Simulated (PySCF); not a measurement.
Match the calculated data to a structure.

All candidates are C4H7NO2S.

- Polarisability: 77.4 au [PBE0/def2-SVPD]
- 1H NMR: chemical shifts (computed TMS as zero) by class: 3.34 (1 H), 3.06 (3 H), 1.81 (3 H) ppm [GIAO PBE0/pcSseg-1]
- Triplet: lowest triplet excitation (Tamm–Dancoff): 5.91 eV [TDA PBE0/def2-SVPD]
- Rotational structure: rotational constants A, B, C: 2.514, 1.612, 1.255 GHz [GFN2-xTB]
- 13C NMR: chemical shifts (computed TMS as zero) by class: 121.8 (1 C), 53.2 (1 C), 45.0 (1 C), 10.8 (1 C) ppm [GIAO PBE0/pcSseg-1]
- UV, first state: lowest singlet excitation: 7.14 eV (174 nm, f = 0.142) [TDDFT PBE0/def2-SVPD]

Gas-phase values; electronic properties from PySCF, density fitting. Levels stand in brackets. The structure is a single GFN2-xTB conformer in the gas phase; no vibrational or solvent corrections. NMR classes are plain means over equivalent atoms (diastereotopic ones count apart unless rotation or inversion swaps them), as if these changed places fast.

Problem. Which candidate is it?
A. `C=NC(=C)S(C)(=O)=O`
B. `[H]/N=C(/C=C)S(C)(=O)=O`
C. `C[C@@H](C#N)S(C)(=O)=O`
D. `CCS(=O)(=O)CC#N`
E. `N[C@@H]1C=CS(=O)(=O)C1`

Solution. C. It is `C[C@@H](C#N)S(C)(=O)=O`. Numbering: `[CH3:1][C@@H:2]([C:3]#[N:4])[S:5]([CH3:6])(=[O:7])=[O:8]`. 4 carbons fall into 4 classes; from least to most shielded: nitrile carbon [C3] (121.8 ppm), sp3 carbon bound to sulfur [C2] (53.2 ppm), S-methyl carbon [C6] (45.0 ppm), methyl carbon [C1] (10.8 ppm). Hydrogen classes from least to most shielded: 1 H on an sp3 carbon bound to sulfur, C2 (3.34 ppm), 3 H on an S-methyl carbon, C6 (3.06 ppm, a mean of values up to 1.2 ppm apart in this geometry), 3 H on a methyl carbon, C1 (1.81 ppm). S1 is mainly HOMO→LUMO (weight 0.91); the largest Löwdin shares of the orbital it empties are 0.25 on a sulfonyl oxygen, 0.19 on a sulfonyl oxygen, 0.13 on the sp3 carbon bound to sulfur and 0.12 on the sulfonyl sulfur, of the orbital it fills 0.28 on the nitrile nitrogen, 0.23 on the nitrile carbon, 0.14 on the sp3 carbon bound to sulfur and 0.13 on the sulfonyl sulfur. The optimised geometry has point group C1 and is an asymmetric top.

The others, at the same levels:
- `CCS(=O)(=O)CC#N` fails: its computed 13C shifts are 118.0 (1 C), 54.2 (1 C), 48.1 (1 C), 5.2 (1 C) ppm, 1H shifts are 3.60 (2 H), 3.22 (2 H), 1.63 (3 H) ppm and rotational constant A is 2.643 GHz (against 2.514 GHz).
- `[H]/N=C(/C=C)S(C)(=O)=O` fails: its computed 13C shifts are 166.8 (1 C), 144.4 (1 C), 137.6 (1 C), 48.7 (1 C) ppm, 1H shifts are 12.17 (1 H), 7.81 (1 H), 6.95 (1 H), 6.64 (1 H), 2.60 (3 H) ppm and smallest rotational constant is 1.310 GHz (against 1.255 GHz).
- `N[C@@H]1C=CS(=O)(=O)C1` fails: its computed 13C shifts are 149.2 (1 C), 145.4 (1 C), 67.6 (1 C), 54.9 (1 C) ppm, 1H shifts are 6.83 (1 H), 6.70 (1 H), 4.21 (1 H), 3.43 (1 H), 2.36 (1 H), 0.98 (2 H) ppm and rotational constant A is 3.653 GHz (against 2.514 GHz).
- `C=NC(=C)S(C)(=O)=O` fails: its computed 13C shifts are 169.0 (1 C), 158.1 (1 C), 103.8 (1 C), 49.1 (1 C) ppm, 1H shifts are 7.94 (1 H), 7.62 (1 H), 5.67 (1 H), 5.34 (1 H), 2.54 (3 H) ppm and smallest rotational constant is 1.356 GHz (against 1.255 GHz).

Each candidate is one conformer, not necessarily the lowest. The conformers computed, where there is a choice (atom-mapped SMILES and torsion angles):
- `[CH3:1][C@@H:2]([C:3]#[N:4])[S:5]([CH3:6])(=[O:7])=[O:8]`: C1–C2–S5–C6 -173°
- `[CH3:1][CH2:2][S:3](=[O:4])(=[O:5])[CH2:6][C:7]#[N:8]`: C1–C2–S3–O4 -65°, C2–S3–C6–C7 47°
- `[H]/[N:4]=[C:3](/[CH:2]=[CH2:1])[S:5]([CH3:6])(=[O:7])=[O:8]`: C1–C2–C3–N4 -168°, C2–C3–S5–C6 67°
- `[CH2:1]=[N:2][C:3](=[CH2:4])[S:5]([CH3:6])(=[O:7])=[O:8]`: C1–N2–C3–C4 -122°, N2–C3–S5–C6 71°

The conformers of `N[C@@H]1C=CS(=O)(=O)C1` aren't listed.
